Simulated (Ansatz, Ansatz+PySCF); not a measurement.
```json
{"atom": "N", "x (Å)": "0.0000", "y (Å)": "0.0000", "z (Å)": "-0.1963"}
{"atom": "H", "x (Å)": "0.0000", "y (Å)": "0.0000", "z (Å)": "1.3739"}
{"atom": "H", "x (Å)": "30.0000", "y (Å)": "0.0000", "z (Å)": "-1.8220"}
{"atom": "F", "x (Å)": "30.0000", "y (Å)": "0.0000", "z (Å)": "0.2024"}
```

Basis set: 6-31G (spherical functions). Frozen core: 2 orbitals. Charge 0, multiplicity 3.

Computed with Ansatz (development build ahead of 0.2.0); each method stands on the lowest determinant of its kind that the runs found.

Q: Give the atomization energy at this shape (free ground-state atoms in the same class of orbitals less the molecule, no zero-point energy) of triplet NH₂F by UHF-CCSD(T), UHF-MP2, UHF.

A:

```tsv
method	atomization energy
UHF-CCSD(T)	1.66 eV
UHF-MP2	0.69 eV
UHF	0.26 eV
```

Caution: the shape is not the minimum; the unrestricted determinant is a mixture of spin states. Caution for UHF-CCSD(T): another reference gives a lower total. Caution for UHF-CCSD(T), UHF-MP2: large amplitudes, a single reference is doubtful. Caution for UHF-MP2: forces differ strongly between restricted and unrestricted references.

This basis has no polarisation functions and is too small for such energies, which can lie far from measured ones in either direction.
